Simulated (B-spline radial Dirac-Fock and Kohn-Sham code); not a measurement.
## Kohn-Sham estimates against Dirac-Fock for the levels of Sc⁷⁺

System: scandium as Sc⁷⁺ in the configuration 1s2 2s2 2p6 3s2 3p2.

The density-functional columns are spherical, spin-unpolarised Dirac-Kohn-Sham results without Breit or QED terms: −ε is minus the orbital energy of the initial state and ΔSCF the difference of two total energies. The reference in the last column comes from Dirac-Fock energy differences between relaxed states, corrected for Breit and QED terms. All numbers are from a B-spline atomic structure program, in eV; a selection of levels is shown. The Kohn-Sham columns are given as differences from the reference.

```
     level  PBE −ε − DF  PBE ΔSCF − DF  LDA −ε − DF  LDA ΔSCF − DF  Dirac-Fock
    K (1s)       -113.0          +19.8       -125.1           +7.2      4652.0
   L1 (2s)        -44.1          -14.8        -45.6          -16.2       654.0
L2 (2p1/2)        -30.8           +2.2        -31.1           +1.9       558.7
L3 (2p3/2)        -31.0           +1.8        -31.3           +1.5       554.2
   M1 (3s)         -9.7           +1.6         -9.9           +1.5       178.7
 M2,3 (3p)        -10.2           +1.0        -10.0           +1.2       155.8
```

Values without a named source are computed, but for edge energies of neutral atoms, which are taken from tables.
